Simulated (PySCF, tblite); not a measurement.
Isomers of C5H3OP, one GFN2-xTB conformer each. Single-point energies are computed at PBE0/pcSseg-1 (PySCF, gas phase, no added dispersion term), electronic only.

```
    SMILES  GFN2-xTB relative energy (kcal/mol)
C#Cc1cpco1                                 16.1
C#Cc1occp1                                 15.0
P#Cc1ccoc1                                  1.2
P#Cc1ccco1                                  0.0
```

Task: What does PBE0/pcSseg-1 give for the same structures?

Result: 
| SMILES | PBE0/pcSseg-1 E (Eh) | PBE0/pcSseg-1 (kcal/mol) | GFN2-xTB (kcal/mol) | point group |
| --- | --- | --- | --- | --- |
| P#Cc1ccco1 | -608.35857 | 0.0 | 0.0 | Cs |
| P#Cc1ccoc1 | -608.35732 | 0.8 | 1.2 | Cs |
| C#Cc1occp1 | -608.32944 | 18.3 | 15.0 | Cs |
| C#Cc1cpco1 | -608.32702 | 19.8 | 16.1 | Cs |

Both levels put the same isomer lowest; measured from each level's own lowest isomer, the values differ by up to 3.7 kcal/mol (C#Cc1cpco1: 16.1 against 19.8). As drawn, the highest has a C≡C bond, which the lowest lacks. Neighbours under 2.5 kcal/mol apart (P#Cc1ccco1 and P#Cc1ccoc1; C#Cc1occp1 and C#Cc1cpco1) can change places with a better method, another conformer or zero-point energy.

Task: Which frontier levels, dipoles and rotational constants go with these structures?

Result: 
| SMILES | HOMO (eV, PBE0/pcSseg-1) | LUMO (eV) | dipole (D) | A, B, C (MHz) |
| --- | --- | --- | --- | --- |
| P#Cc1ccco1 | -6.44 | -1.91 | 2.30 | 9296, 1194, 1058 |
| P#Cc1ccoc1 | -6.68 | -1.65 | 1.56 | 9494, 1144, 1021 |
| C#Cc1occp1 | -6.66 | -1.74 | 1.14 | 5161, 1875, 1375 |
| C#Cc1cpco1 | -6.84 | -1.32 | 0.78 | 7478, 1506, 1254 |

Task: What happens when harmonic zero-point energies from GFN2-xTB frequencies are added?

Result: 
```csv
SMILES,ZPE (kcal/mol),electronic (kcal/mol),with ZPE (kcal/mol)
P#Cc1ccco1,40.2,0.0,0.0
P#Cc1ccoc1,40.2,0.8,0.8
C#Cc1occp1,38.6,18.3,16.6
C#Cc1cpco1,38.5,19.8,18.1
```

The zero-point energies span 1.7 kcal/mol. The order is unchanged.

Task: As an exercise, what shares would exp(−E/RT) give at 2000 K from these electronic energies alone (no entropy, no degeneracies)?

Result: RT = 3.974 kcal/mol: P#Cc1ccco1 54.4 %, P#Cc1ccoc1 44.6 %, C#Cc1occp1 0.5 %, C#Cc1cpco1 0.4 %.
